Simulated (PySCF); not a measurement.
Compound: C₇H₉O₂ (charge -1).
Z-matrix (Å and degrees, GFN2-xTB geometry), rows numbered from 1:
```
C 
C   1  1.3240
C   2  1.4892  1  127.43
C   3  1.5286  2  114.56  1     8.13
C   3  1.5136  2  110.44  1  -115.96
C   5  1.3226  3  123.86  2    40.31
C   5  1.5659  3  115.11  2  -139.48
O   7  1.2418  5  115.08  3    15.44
O   7  1.2374  5  115.68  3  -164.89
H   1  1.0772  2  122.63  3    -1.90
H   1  1.0801  2  121.73  3   177.99
H   2  1.0847  1  118.89  3  -177.53
H   3  1.1015  2  109.23  1   129.70
H   4  1.0890  3  110.71  2   -64.58
H   4  1.0903  3  110.85  2    56.70
H   4  1.0875  3  108.89  2   176.38
H   6  1.0786  5  119.56  3   178.64
H   6  1.0845  5  123.56  3    -0.84
```

Three sets of settings were typed for PySCF runs (density fitting) on one GFN2-xTB geometry. Runs with no stated cap are allowed at least 80 cycles.

Task: One run ended without self-consistency. Which?
A. PBE0/cc-pVDZ, IEF-PCM acetonitrile, grid level 4, fitting basis def2-qzvpp-jkfit
B. PBE0/pcSseg-1, start guess huckel
C. BP86/IGLO-II, at most 1 cycle

Result: C. The cap of 1 cycle ended the SCF with an orbital gradient of 1.3e+00, before the energy threshold of 1e-09 Eh and the gradient threshold (its square root) were both met. Raise the cap. Its energy and orbitals aren't self-consistent and shouldn't be used.

The end of its output:
```
final grid: 149224 points
cycle   1  E = -422.3879572399  dE =  1.126e+00  |g| = 1.326e+00  |ddm| = 3.497e+00
SCF not converged, last energy = -422.3879572399
```

The others met their thresholds:

```tsv
settings	basis functions	SCF cycles	E (Eh)	HOMO (eV)	LUMO (eV)
PBE0/pcSseg-1, start guess huckel	198	16	-422.0966	-1.44	3.80
PBE0/cc-pVDZ, IEF-PCM acetonitrile, grid level 4, fitting basis def2-qzvpp-jkfit	171	11	-422.2510	-5.79	0.48
```
